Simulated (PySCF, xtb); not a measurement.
BeH₂O, SMILES [BeH][OH].

GFN2-xTB (xtb 6.7.1) at its own geometry gives an orbital gap of 8.20 eV and a dipole moment of 2.36 D.

Geometry: B3LYP-D3(BJ)/def2-TZVPD.

Task: What does PySCF with r2SCAN/def2-TZVPD give? (The exact figures need the calculation; the answer reports its results.)

Result: gap 8.01 eV (levels -8.06 and -0.05 eV), dipole 1.55 D.
